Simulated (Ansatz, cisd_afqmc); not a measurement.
Species: F, charge 1, triplet.

Total energies in aug-cc-pVTZ, 6 correlated electrons, 1 frozen orbitals. Radicals and triplets start from unrestricted determinants; spin-orbit coupling is neglected. Correlated methods leave the cores frozen. No relativity. The Monte Carlo rows (phaseless AFQMC, CISD trial, step 0.005/hartree) carry one-sigma bars that omit the constraint's bias. Outlying blocks are dropped, and bars are widened where a walk drifts. Over all cases where full CI ran beside it in this data, AFQMC minus full CI had a median of +0.1 mEh and passed +0.4 mEh in a tenth of the cases. Full CI freezes restricted core orbitals and the other rows unrestricted ones, which leaves a small offset even where coupled cluster is exact.

```json
[
 {"method": "HF", "program": "Ansatz", "energy (Eh)": "-98.83088", "error against FCI (mEh)": "162.53"},
 {"method": "MP2", "program": "Ansatz", "energy (Eh)": "-98.97589", "error against FCI (mEh)": "17.52"},
 {"method": "CCSD", "program": "Ansatz", "energy (Eh)": "-98.99116", "error against FCI (mEh)": "2.25"},
 {"method": "CCSD(T)", "program": "Ansatz", "energy (Eh)": "-98.99337", "error against FCI (mEh)": "0.05"},
 {"method": "CCSDT(Q)", "program": "Ansatz", "energy (Eh)": "-98.99359", "error against FCI (mEh)": "-0.18"},
 {"method": "CCSDTQ", "program": "Ansatz", "energy (Eh)": "-98.99359", "error against FCI (mEh)": "-0.18"},
 {"method": "AFQMC/CISD", "program": "cisd_afqmc", "energy (Eh)": "-98.9935 ± 0.0001", "error against FCI (mEh)": "-0.1 ± 0.1"},
 {"method": "FCI", "program": "Ansatz", "energy (Eh)": "-98.99341", "error against FCI (mEh)": "0.00"}
]
```

Ansatz is a quantum-chemistry and plane-wave program.
